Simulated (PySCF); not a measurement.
PySCF input for C2HBN2O2, SMILES O=C=NBN=C=O, TDDFT-PBE/def2-SVPD. Geometry: TPSSh-D3(BJ)/def2-SVP. The structure was generated by enumeration, and PubChem lists no compound with its InChIKey, so it may never have been made. One conformer was computed; it need not be the lowest.

```python
import numpy as np
from pyscf import gto, scf, dft, tdscf

mol = gto.M(
    atom='''
    B    -0.00000000   -0.00000000   -0.80891051
    H     0.00000000    0.00000000   -2.01251428
    N     0.00000000    1.22425099   -0.08733854
    C     0.00000000    2.41322471    0.11099398
    O    -0.00000000    3.55514536    0.37174242
    N    -0.00000000   -1.22425099   -0.08733854
    C     0.00000000   -2.41322471    0.11099398
    O    -0.00000000   -3.55514536    0.37174242
    ''',
    basis='def2-SVPD',
    charge=0,
    spin=0,
    symmetry=True,
    max_memory=1600,
    verbose=4,
)
mf = dft.RKS(mol, xc='pbe').density_fit(auxbasis='def2-universal-jkfit')
mf.grids.level = 3
mf.conv_tol = 1e-9
mf.max_cycle = 100
mf.kernel()
mf.grids = dft.Grids(mol).set(level=1).build(with_non0tab=True)  # coarser grid for the response kernel
td = tdscf.TDDFT(mf)
td.singlet = True
td.nstates = 10
td.conv_tol = 1e-4
td.positive_eig_threshold = 1e-6
td.kernel(x0=td.get_init_guess(mf, 15))
td.analyze()
tt = tdscf.TDA(mf)
tt.singlet = False
tt.nstates = 4
tt.conv_tol = 1e-4
tt.positive_eig_threshold = 1e-6
tt.kernel(x0=tt.get_init_guess(mf, 9))
tt.analyze(verbose=3)
```

Log of the run:

```
PySCF version 2.14.0

[INPUT] verbose = 4
[INPUT] num. atoms = 8
[INPUT] num. electrons = 48
[INPUT] charge = 0
[INPUT] spin (= nelec alpha-beta = 2S) = 0
[INPUT] symmetry True subgroup None
[INPUT] Mole.unit = angstrom
[INPUT] Symbol           X                Y                Z      unit          X                Y                Z       unit  Magmom
[INPUT]  1 B      0.000000000000   0.000000000000  -0.808910510000 AA    0.000000000000   0.000000000000  -1.528619323182 Bohr   0.0
[INPUT]  2 H      0.000000000000   0.000000000000  -2.012514280000 AA    0.000000000000   0.000000000000  -3.803100810976 Bohr   0.0
[INPUT]  3 N      0.000000000000   1.224250990000  -0.087338540000 AA    0.000000000000   2.313499078828  -0.165045920719 Bohr   0.0
[INPUT]  4 C      0.000000000000   2.413224710000   0.110993980000 AA    0.000000000000   4.560333778933   0.209748223675 Bohr   0.0
[INPUT]  5 O      0.000000000000   3.555145360000   0.371742420000 AA    0.000000000000   6.718251063418   0.702491362683 Bohr   0.0
[INPUT]  6 N      0.000000000000  -1.224250990000  -0.087338540000 AA    0.000000000000  -2.313499078828  -0.165045920719 Bohr   0.0
[INPUT]  7 C      0.000000000000  -2.413224710000   0.110993980000 AA    0.000000000000  -4.560333778933   0.209748223675 Bohr   0.0
[INPUT]  8 O      0.000000000000  -3.555145360000   0.371742420000 AA    0.000000000000  -6.718251063418   0.702491362683 Bohr   0.0

nuclear repulsion = 216.605474273959
point group symmetry = C2v
symmetry origin: [0.00000000e+00 0.00000000e+00 3.54323648e-09]
symmetry axis x: [-1. -0. -0.]
symmetry axis y: [0. 1. 0.]
symmetry axis z: [0. 0. 1.]
num. orbitals of irrep A1 = 58
num. orbitals of irrep A2 = 21
num. orbitals of irrep B1 = 25
num. orbitals of irrep B2 = 50
number of shells = 62
number of NR pGTOs = 226
number of NR cGTOs = 154
basis = def2-SVPD
ecp = {}


[settings echo left out]
init E= -362.133958323219
HOMO (A1) = -0.327012008626789  LUMO (B1) = -0.131740648160619  gap/eV = 5.31360
cycle= 1 E= -360.866705144164  delta_E= 1.27  |g|= 1.01  |ddm|= 7.67
HOMO (A1) = -0.205413637009414  LUMO (B1) = -0.0794908463852889  gap/eV = 3.42653
cycle= 2 E= -359.446751009628  delta_E= 1.42  |g|= 2.86  |ddm|= 3.29
HOMO (A1) = -0.240314925441023  LUMO (B1) = -0.0875234582474692  gap/eV = 4.15767
cycle= 3 E= -360.905853132623  delta_E= -1.46  |g|= 0.826  |ddm|= 2.72
HOMO (A1) = -0.271409811753852  LUMO (B1) = -0.10601280354253  gap/eV = 4.50068
cycle= 4 E= -361.058783822291  delta_E= -0.153  |g|= 0.175  |ddm|= 0.843
HOMO (A1) = -0.280232883380709  LUMO (B1) = -0.115282761128824  gap/eV = 4.48852
cycle= 5 E= -361.065123942816  delta_E= -0.00634  |g|= 0.0428  |ddm|= 0.256
HOMO (A1) = -0.27701533153356  LUMO (B1) = -0.113340244810993  gap/eV = 4.45383
cycle= 6 E= -361.06549210883  delta_E= -0.000368  |g|= 0.0152  |ddm|= 0.0758
HOMO (A1) = -0.276177638150201  LUMO (B1) = -0.111938271352102  gap/eV = 4.46918
cycle= 7 E= -361.065562915037  delta_E= -7.08e-05  |g|= 0.00275  |ddm|= 0.0246
HOMO (A1) = -0.276313484986677  LUMO (B1) = -0.112186690086665  gap/eV = 4.46612
cycle= 8 E= -361.065564871552  delta_E= -1.96e-06  |g|= 0.000436  |ddm|= 0.00498
HOMO (A1) = -0.276341911951537  LUMO (B1) = -0.112196857439713  gap/eV = 4.46661
cycle= 9 E= -361.065564921599  delta_E= -5e-08  |g|= 5.05e-05  |ddm|= 0.000686
HOMO (A1) = -0.276341584200566  LUMO (B1) = -0.112197102894327  gap/eV = 4.46660
cycle= 10 E= -361.065564922193  delta_E= -5.94e-10  |g|= 7.75e-06  |ddm|= 0.00011
HOMO (A1) = -0.276341705299107  LUMO (B1) = -0.112197258322465  gap/eV = 4.46660
Extra cycle  E= -361.065564922186  delta_E= 7.28e-12  |g|= 1.02e-05  |ddm|= 2.38e-05
converged SCF energy = -361.065564922186
tot grids = 38616
Overwritten attributes  positive_eig_threshold  of <class 'pyscf.tdscf.rks.CasidaTDDFT'>


******** <class 'pyscf.tdscf.rks.CasidaTDDFT'> for <class 'pyscf.df.df_jk.DFSymAdaptedRKS'> ********
nstates = 10 singlet
deg_eia_thresh = 1.000e-03
wfnsym = None
conv_tol = 0.0001
eigh lindep = 1e-12
eigh level_shift = 0
eigh max_cycle = 100


Excitation energies (eV)
[4.53591089 4.86374837 5.67962999 6.50363342 6.80692866 7.03464619
 7.04428383 7.49827302 7.58858601 7.64826303]

** Singlet excitation energies and oscillator strengths **
Excited State   1:   B1      4.53591 eV    273.34 nm  f=0.0019
      24 -> 25        0.70673
Excited State   2:   A2      4.86375 eV    254.91 nm  f=0.0000
      23 -> 25        0.70703
Excited State   3:   B2      5.67963 eV    218.30 nm  f=0.3734
      22 -> 25        0.67687
      23 -> 26       -0.14257
      24 -> 27       -0.13353
Excited State   4:   A1      6.50363 eV    190.64 nm  f=0.0096
      21 -> 25        0.59399
      24 -> 26        0.36697
Excited State   5:   A1      6.80693 eV    182.14 nm  f=0.0188
      21 -> 25       -0.31089
      22 -> 30        0.12874
      23 -> 27       -0.18126
      24 -> 26        0.57123
      24 -> 29       -0.15915
Excited State   6:   A2      7.03465 eV    176.25 nm  f=0.0000
      22 -> 26        0.70534
Excited State   7:   B2      7.04428 eV    176.01 nm  f=0.0256
      23 -> 26        0.59626
      24 -> 27       -0.37437
Excited State   8:   B2      7.49827 eV    165.35 nm  f=0.0088
      24 -> 28       -0.70171
Excited State   9:   A1      7.58859 eV    163.38 nm  f=0.0119
      23 -> 27       -0.38924
      24 -> 29        0.58470
Excited State  10:   A2      7.64826 eV    162.11 nm  f=0.0000
      24 -> 30        0.70060

** Transition electric dipole moments (AU) **
state          X           Y           Z        Dip. S.      Osc.
  1        -0.1296     -0.0000     -0.0000      0.0168      0.0019
  2         0.0000      0.0000     -0.0000      0.0000      0.0000
  3        -0.0000     -1.6380     -0.0000      2.6832      0.3734
  4        -0.0000      0.0000     -0.2456      0.0603      0.0096
  5         0.0000     -0.0000      0.3361      0.1130      0.0188
  6        -0.0000      0.0000     -0.0000      0.0000      0.0000
  7         0.0000     -0.3854     -0.0000      0.1485      0.0256
  8        -0.0000     -0.2189      0.0000      0.0479      0.0088
  9         0.0000     -0.0000      0.2531      0.0641      0.0119
 10        -0.0000     -0.0000      0.0000      0.0000      0.0000

** Transition velocity dipole moments (imaginary part, AU) **
state          X           Y           Z        Dip. S.      Osc.
  1        -0.0224     -0.0000     -0.0000      0.0005      0.0020
  2        -0.0000      0.0000     -0.0000      0.0000      0.0000
  3        -0.0000     -0.3402     -0.0000      0.1158      0.3697
  4        -0.0000      0.0000     -0.0590      0.0035      0.0097
  5         0.0000     -0.0000      0.0807      0.0065      0.0173
  6        -0.0000      0.0000     -0.0000      0.0000      0.0000
  7         0.0000     -0.1028     -0.0000      0.0106      0.0272
  8        -0.0000     -0.0601      0.0000      0.0036      0.0087
  9         0.0000     -0.0000      0.0736      0.0054      0.0130
 10        -0.0000     -0.0000      0.0000      0.0000      0.0000

** Transition magnetic dipole moments (imaginary part, AU) **
state          X           Y           Z
  1         0.0000     -0.9454     -0.0000
  2         0.0000     -0.0000      0.0947
  3         0.3784     -0.0000      0.0000
  4         0.0000     -0.0000     -0.0000
  5        -0.0000      0.0000      0.0000
  6        -0.0000      0.0000     -0.1166
  7        -0.0105     -0.0000      0.0000
  8        -0.1778      0.0000     -0.0000
  9        -0.0000     -0.0000     -0.0000
 10        -0.0000     -0.0000      0.0625
Overwritten attributes  positive_eig_threshold  of <class 'pyscf.tdscf.rks.TDA'>


******** <class 'pyscf.tdscf.rks.TDA'> for <class 'pyscf.df.df_jk.DFSymAdaptedRKS'> ********
nstates = 4 triplet
deg_eia_thresh = 1.000e-03
wfnsym = None
conv_tol = 0.0001
eigh lindep = 1e-12
eigh level_shift = 0
eigh max_cycle = 100


Excitation energies (eV)
[4.31442898 4.6500785  4.73409399 5.4442237 ]

** Triplet excitation energies and oscillator strengths **
Excited State   1:   B1      4.31443 eV    287.37 nm  f=0.0000
Excited State   2:   B2      4.65008 eV    266.63 nm  f=0.0000
Excited State   3:   A2      4.73409 eV    261.90 nm  f=0.0000
Excited State   4:   A1      5.44422 eV    227.74 nm  f=0.0000
```

The calculation finished and met its thresholds.
